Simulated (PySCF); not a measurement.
## Working out the ionisation energy of Cr

Cr [Ar] 3d5 4s1 (7S) → Cr⁺ [Ar] 3d5 (6S). All numbers are calculated (PySCF 2.14, scalar relativity by spin-free X2C-1e, in aug-cc-pVDZ-DK). Frozen: [Ar]. Energies in hartree (1 hartree = 27.21139 eV):

| part | Cr (lower) | Cr⁺ (upper) |
| --- | --- | --- |
| UHF | -1049.653594 | -1049.432637 |
| CCSD correlation | -0.090482 | -0.072189 |
| (T) | -0.002072 | -0.000872 |

Task: What does Hartree-Fock give?

Result: (-1049.432637) − (-1049.653594) = 0.220957 hartree = 6.013 eV.

Task: What do CCSD and CCSD(T) give?

Result: The CCSD correlation energies differ by 0.018293 hartree = 0.498 eV and the triples by 0.001200 hartree = 0.033 eV, so CCSD gives 6.511 eV and CCSD(T) 6.544 eV.

Measured between the centres of the two terms (NIST): 6.767 eV, so CCSD(T) (valence) is off by -0.223 eV.

A double-zeta basis recovers only part of the correlation energy.

What remains against the reference includes basis incompleteness, the frozen core and higher excitations.
